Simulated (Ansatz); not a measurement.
```yaml
crystal:
  periodic: [false, false, false]
  atoms:
    - {symbol: Br, position_ang: [-1.623406, -2.028094, 1.089614]}
    - {symbol: Si, position_ang: [-0.884139, -0.024976, 0.395719]}
    - {symbol: N, position_ang: [0.848922, 0.140535, 0.312626]}
    - {symbol: Al, position_ang: [0.473409, 0.317985, -1.420623]}
    - {symbol: H, position_ang: [-1.595422, 0.915980, 1.300058]}
    - {symbol: H, position_ang: [1.554815, 0.093745, 1.033217]}
    - {symbol: H, position_ang: [1.287019, 0.516724, -2.756313]}
basis:
  gaussian: {orbitals: aug-cc-pVDZ, nuclear_model: gaussian}
hamiltonian: {xc: {name: B97M-V}}
output: {forces: true}
```

```sh
$ ansatz run in.yaml --threads 2 --pin off --events-out ev --progress --plain --max-ram 4352MiB
```

It prints (some lines left out):

```
Functional definition: B97M-V
1518 factors; their error is unknown
mean field evaluation 1: about -86031.1214 eV, gradient 7.4e1 eV
mean field evaluation 2: about -85947.9362 eV, gradient 1.5e2 eV
mean field evaluation 4: about -86043.1834 eV, gradient 1.1e1 eV
mean field evaluation 8: about -86043.7243 eV, gradient 7.4e-2 eV
mean field evaluation 16: about -86043.6473 eV, gradient 8.2e-5 eV
mean field -86043.64730303 eV, -3162.0457159075 hartree, gradient 1.9e-5 eV, S^2 0.000000; 0 other end points of the search recorded, 0 dependent functions left out
reference -86043.64741977 eV, -3162.0457201975 hartree; 36, 36 occupied and 104, 104 virtual orbitals, 1518 factors
Total energy: -86043.64741977 eV, -3162.0457201975 hartree
Atom 0 at    -1.623406    -2.028094     1.089614 Å, force    -0.103914    -0.306860     0.106134 eV/Å
Atom 1 at    -0.884139    -0.024976     0.395719 Å, force    -0.584598     0.086847    -0.072931 eV/Å
Atom 2 at     0.848922     0.140535     0.312626 Å, force     0.731774     0.012811     0.374361 eV/Å
Atom 3 at     0.473409     0.317985    -1.420623 Å, force    -0.043123     0.073420    -0.600138 eV/Å
Atom 4 at    -1.595422     0.915980     1.300058 Å, force    -0.103366     0.137849     0.129316 eV/Å
Atom 5 at     1.554815     0.093745     1.033217 Å, force     0.077454    -0.005493     0.071326 eV/Å
Atom 6 at     1.287019     0.516724    -2.756313 Å, force     0.025773     0.001426    -0.008068 eV/Å
Dipole moment:     0.378990     0.322219    -0.253741 e Å
```

Run time 9 s (2 threads of an Intel Xeon 6975P-C on a shared host); peak host memory 0.41 GiB.
